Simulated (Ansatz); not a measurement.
Molecule: C5H7Si (charge 0, doublet). It need not be the lowest isomer of its formula. 
Coordinates optimised at B3LYP-D3(BJ)/def2-TZVP (Ansatz, an electronic-structure program):
```
C
C 1 1.3337
C 2 1.4511 1 115.24
C 3 1.3457 2 106.34 1 0.00
H 3 1.0787 4 127.58 2 -180.00
H 4 1.0808 3 126.57 5 0.00
C 4 1.5040 6 123.69 3 -180.00
H 7 1.0957 4 111.65 6 -59.64
H 7 1.0957 8 106.65 4 -122.20
Si 1 1.8497 2 129.19 3 180.00
H 10 1.4790 1 109.71 2 0.00
H 10 1.4844 11 109.40 1 121.41
H 10 1.4844 11 109.40 12 117.18
```
Charge 0, spin multiplicity 2.

Basis-set convergence of Hartree-Fock and CCSD(T) correlation energies (hartree) with Ansatz. Valence correlation only, unless marked. Open shells are spin-unrestricted. Spin-orbit coupling is left out. Non-relativistic.

The UHF reference is spin-contaminated (<S^2> 0.48 over the pure value in the largest basis). 

```json
[
 {"basis": "cc-pV(D+d)Z", "functions": "128", "E(HF)": "-482.26986", "E(corr, CCSD(T))": "-0.81461"},
 {"basis": "cc-pV(T+d)Z", "functions": "287", "E(HF)": "-482.32948", "E(corr, CCSD(T))": "-0.97569"},
 {"basis": "cc-pV(Q+d)Z", "functions": "549", "E(HF)": "-482.34492", "E(corr, CCSD(T))": "-1.02611"}
]
```

Extrapolating the two largest sets (X = 3 and 4) as X^-3: E(corr) = (64·(-1.02611) - 27·(-0.97569))/37 = -1.0629 Eh, an estimate of the basis-set limit. The largest set recovers 96.5 % of it, the smallest 76.6 %.
